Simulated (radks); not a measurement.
The iodine ion I5+, configuration [Kr] 4d10 5s2.

Calculated with a radial shooting solver on a logarithmic mesh with Libxc functionals: Dirac Kohn-Sham, BLYP, spin-unpolarised, spherical densities, finite nucleus; Fermi nuclear charge, rms radius 4.75 fm.

Energy parts (hartree):
| part | energy |
|---|---|
| total | -7113.96310 |
| kinetic | 7540.58193 |
| electron-nucleus | -17183.77319 |
| Hartree | 2709.73622 |
| exchange-correlation | -180.50806 |

Orbitals (lengths in bohr, moments of r in powers of bohr):
orbital  occ.  eigenvalue (hartree)     <r^2>   <1/r>
1s1/2       2             -1213.589  0.001005   56.84
2s1/2       2             -189.2956   0.01613   13.26
2p1/2       2             -177.7664   0.01193   13.25
2p3/2       4             -166.7819   0.01321   12.22
3s1/2       2             -39.93573    0.1127   4.730
3p1/2       2             -35.16593    0.1074   4.641
3p3/2       4             -33.09888    0.1155   4.387
3d3/2       4             -24.68710   0.09719   4.242
3d5/2       6             -24.25229   0.09954   4.176
4s1/2       2              -8.77721    0.6165   1.905
4p1/2       2              -7.10973    0.6765   1.796
4p3/2       4              -6.70403    0.7260   1.714
4d3/2       4              -4.01485    0.9487   1.470
4d5/2       6              -3.95034    0.9708   1.450
5s1/2       2              -2.53995     3.402  0.7554

The highest occupied level is 5s1/2 at -69.116 eV. The electron density at the nucleus is 2.492e+05 e/bohr^3. Summed over all electrons, <r^2> = 23.91 bohr^2, which gives a Langevin (diamagnetic) susceptibility term of -18.9 x 10^-6 cm^3/mol. The density falls to 0.001 e/bohr^3 at r = 3.08 bohr. For comparison, the ionisation energy in NIST's Atomic Spectra Database is 74.4 eV (semi-empirical). In exact Kohn-Sham theory the highest level is minus the ionisation energy, but local and semilocal functionals leave it too shallow, through self-interaction and a potential that decays too fast; potentials with the right tail come closer.
